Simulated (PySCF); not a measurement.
PySCF job for CH3BF2, SMILES CB(F)F, TDA-PBE0/def2-SVPD. The structure is a stationary point at PBE-D3(BJ)/def2-SVP.

```python
import numpy as np
from pyscf import gto, scf, dft, tdscf

mol = gto.M(
    atom='''
    B     0.03775239   -0.03384363    0.06025661
    F     1.35730560   -0.23171595    0.01423132
    F    -0.60825471   -0.66264052    1.04504521
    C    -0.70663110    0.84755161   -0.99622238
    H    -1.65436742    1.26572563   -0.60669443
    H    -0.96826649    0.20378817   -1.86510547
    H    -0.06779942    1.66360294   -1.38563765
    ''',
    basis='def2-SVPD',
    charge=0,
    spin=0,
    max_memory=1600,
    verbose=4,
)
mf = dft.RKS(mol, xc='pbe0').density_fit(auxbasis='def2-universal-jkfit')
mf.grids.level = 3
mf.conv_tol = 1e-9
mf.max_cycle = 100
mf.kernel()
mf.grids = dft.Grids(mol).set(level=1).build(with_non0tab=True)  # coarser grid for the response kernel
td = tdscf.TDA(mf)
td.singlet = True
td.nstates = 10
td.conv_tol = 1e-4
td.kernel(x0=td.get_init_guess(mf, 15))
td.analyze()
tt = tdscf.TDA(mf)
tt.singlet = False
tt.nstates = 4
tt.conv_tol = 1e-4
tt.kernel(x0=tt.get_init_guess(mf, 9))
tt.analyze(verbose=3)
```

Program output:

```
PySCF version 2.14.0

[INPUT] verbose = 4
[INPUT] num. atoms = 7
[INPUT] num. electrons = 32
[INPUT] charge = 0
[INPUT] spin (= nelec alpha-beta = 2S) = 0
[INPUT] symmetry False subgroup None
[INPUT] Mole.unit = angstrom
[INPUT] Symbol           X                Y                Z      unit          X                Y                Z       unit  Magmom
[INPUT]  1 B      0.037752390000  -0.033843630000   0.060256610000 AA    0.071341677648  -0.063955191761   0.113868490095 Bohr   0.0
[INPUT]  2 F      1.357305600000  -0.231715950000   0.014231320000 AA    2.564935851338  -0.437879684193   0.026893297191 Bohr   0.0
[INPUT]  3 F     -0.608254710000  -0.662640520000   1.045045210000 AA   -1.149434815877  -1.252209101839   1.974849234689 Bohr   0.0
[INPUT]  4 C     -0.706631100000   0.847551610000  -0.996222380000 AA   -1.335339250100   1.601640419334  -1.882587457362 Bohr   0.0
[INPUT]  5 H     -1.654367420000   1.265725630000  -0.606694430000 AA   -3.126301333203   2.391874789543  -1.146486313999 Bohr   0.0
[INPUT]  6 H     -0.968266490000   0.203788170000  -1.865105470000 AA   -1.829758481694   0.385103828726  -3.524538531728 Bohr   0.0
[INPUT]  7 H     -0.067799420000   1.663602940000  -1.385637650000 AA   -0.128122335204   3.143753936621  -2.618475666386 Bohr   0.0

nuclear repulsion = 109.723566361015
number of shells = 46
number of NR pGTOs = 156
number of NR cGTOs = 110
basis = def2-SVPD
ecp = {}


[settings echo left out]
init E= -264.279835248567
  HOMO = -0.416732379754726  LUMO = -0.036984894863429  gap/eV = 10.33346
cycle= 1 E= -264.058964793436  delta_E= 0.221  |g|= 0.579  |ddm|= 3.12
  HOMO = -0.331362270987865  LUMO = 0.0107783554891552  gap/eV = 9.31012
cycle= 2 E= -264.015852585275  delta_E= 0.0431  |g|= 0.799  |ddm|= 1.07
  HOMO = -0.376813840838591  LUMO = 0.00394048465686492  gap/eV = 10.36085
cycle= 3 E= -264.119682864287  delta_E= -0.104  |g|= 0.0577  |ddm|= 0.556
  HOMO = -0.384038090931265  LUMO = 0.00328038067465108  gap/eV = 10.53947
cycle= 4 E= -264.120377023603  delta_E= -0.000694  |g|= 0.0152  |ddm|= 0.0637
  HOMO = -0.381769521890526  LUMO = 0.00425128999413671  gap/eV = 10.50416
cycle= 5 E= -264.120433828956  delta_E= -5.68e-05  |g|= 0.00175  |ddm|= 0.0148
  HOMO = -0.382072275040129  LUMO = 0.0040578460791818  gap/eV = 10.50714
cycle= 6 E= -264.120434439672  delta_E= -6.11e-07  |g|= 0.000158  |ddm|= 0.00198
  HOMO = -0.382047184903328  LUMO = 0.00409477588235951  gap/eV = 10.50746
cycle= 7 E= -264.120434445534  delta_E= -5.86e-09  |g|= 7.51e-05  |ddm|= 0.000382
  HOMO = -0.382059255166594  LUMO = 0.00408192983385325  gap/eV = 10.50744
cycle= 8 E= -264.120434446903  delta_E= -1.37e-09  |g|= 2.43e-05  |ddm|= 0.000119
  HOMO = -0.382059499513021  LUMO = 0.00408155050233816  gap/eV = 10.50743
cycle= 9 E= -264.120434446989  delta_E= -8.58e-11  |g|= 8.02e-06  |ddm|= 2.26e-05
  HOMO = -0.382058536867556  LUMO = 0.00408238492574453  gap/eV = 10.50743
Extra cycle  E= -264.120434446979  delta_E= 1.03e-11  |g|= 1.17e-05  |ddm|= 1.45e-05
converged SCF energy = -264.120434446979
tot grids = 28376


******** <class 'pyscf.tdscf.rks.TDA'> for <class 'pyscf.df.df_jk.DFRKS'> ********
nstates = 10 singlet
deg_eia_thresh = 1.000e-03
wfnsym = None
conv_tol = 0.0001
eigh lindep = 1e-12
eigh level_shift = 0
eigh max_cycle = 100


Excitation energies (eV)
[ 8.73538825  9.41852887  9.5973992  10.30457483 10.38537889 10.46104892
 10.55915632 11.0181831  11.16142178 11.36149877]

** Singlet excitation energies and oscillator strengths **
Excited State   1:      8.73539 eV    141.93 nm  f=0.0286
      16 -> 17        0.67238
      16 -> 18       -0.17481
Excited State   2:      9.41853 eV    131.64 nm  f=0.0835
      16 -> 17        0.17941
      16 -> 18        0.68123
Excited State   3:      9.59740 eV    129.19 nm  f=0.0014
      13 -> 17        0.18474
      15 -> 17        0.65862
      15 -> 18       -0.15458
Excited State   4:     10.30457 eV    120.32 nm  f=0.0208
      13 -> 17       -0.35841
      13 -> 18        0.10913
      15 -> 17        0.23852
      15 -> 18        0.54304
Excited State   5:     10.38538 eV    119.38 nm  f=0.0196
      13 -> 17       -0.54541
      13 -> 18        0.13176
      15 -> 18       -0.41641
Excited State   6:     10.46105 eV    118.52 nm  f=0.1787
      14 -> 17       -0.68650
Excited State   7:     10.55916 eV    117.42 nm  f=0.0860
      14 -> 18       -0.69817
Excited State   8:     11.01818 eV    112.53 nm  f=0.0031
      16 -> 19        0.69233
Excited State   9:     11.16142 eV    111.08 nm  f=0.0232
      12 -> 17       -0.36229
      13 -> 17       -0.12367
      13 -> 18       -0.54939
      15 -> 19        0.18885
Excited State  10:     11.36150 eV    109.13 nm  f=0.0666
      12 -> 17       -0.50038
      12 -> 18       -0.28790
      13 -> 17        0.11528
      13 -> 18        0.31124
      16 -> 22       -0.19222

** Transition electric dipole moments (AU) **
state          X           Y           Z        Dip. S.      Osc.
  1         0.0785      0.2493      0.2555      0.1336      0.0286
  2         0.2852     -0.3090      0.4302      0.3619      0.0835
  3        -0.0669     -0.0264      0.0295      0.0060      0.0014
  4         0.2583      0.0473     -0.1157      0.0823      0.0208
  5        -0.2481     -0.0519      0.1137      0.0771      0.0196
  6        -0.3832      0.1562     -0.7253      0.6973      0.1787
  7         0.0650     -0.5656     -0.0901      0.3323      0.0860
  8         0.0433      0.0032      0.0975      0.0114      0.0031
  9         0.2554      0.0550     -0.1285      0.0848      0.0232
 10        -0.4247     -0.0923      0.2248      0.2394      0.0666

** Transition velocity dipole moments (imaginary part, AU) **
state          X           Y           Z        Dip. S.      Osc.
  1         0.0101     -0.0125      0.0145      0.0005      0.0010
  2         0.1049     -0.1065      0.1603      0.0480      0.0925
  3         0.0000     -0.0012      0.0003      0.0000      0.0000
  4         0.1003      0.0202     -0.0466      0.0126      0.0223
  5        -0.0678     -0.0118      0.0328      0.0058      0.0101
  6        -0.0953      0.0416     -0.1770      0.0422      0.0731
  7         0.0136     -0.1940     -0.0513      0.0405      0.0695
  8         0.0155     -0.0022      0.0334      0.0014      0.0022
  9         0.1392      0.0300     -0.0712      0.0253      0.0412
 10        -0.1282     -0.0277      0.0679      0.0218      0.0348

** Transition magnetic dipole moments (imaginary part, AU) **
state          X           Y           Z
  1        -0.8280     -0.1810      0.4324
  2         0.0007     -0.0064     -0.0052
  3        -0.0922      0.1414     -0.1190
  4         0.1868      0.5658      0.6200
  5         0.0542     -0.6129     -0.1168
  6         0.2563      0.0744     -0.1164
  7         0.9284      0.1923     -0.4820
  8        -0.0499     -0.0163      0.0221
  9        -0.0624      0.0625     -0.0897
 10        -0.1772      0.3448     -0.1836


******** <class 'pyscf.tdscf.rks.TDA'> for <class 'pyscf.df.df_jk.DFRKS'> ********
nstates = 4 triplet
deg_eia_thresh = 1.000e-03
wfnsym = None
conv_tol = 0.0001
eigh lindep = 1e-12
eigh level_shift = 0
eigh max_cycle = 100


Excitation energies (eV)
[7.75551728 9.12842981 9.3517233  9.46210711]

** Triplet excitation energies and oscillator strengths **
Excited State   1:      7.75552 eV    159.87 nm  f=0.0000
Excited State   2:      9.12843 eV    135.82 nm  f=0.0000
Excited State   3:      9.35172 eV    132.58 nm  f=0.0000
Excited State   4:      9.46211 eV    131.03 nm  f=0.0000
```

The calculation finished and met its thresholds.

Cost: about 40 core-seconds (a rough figure).
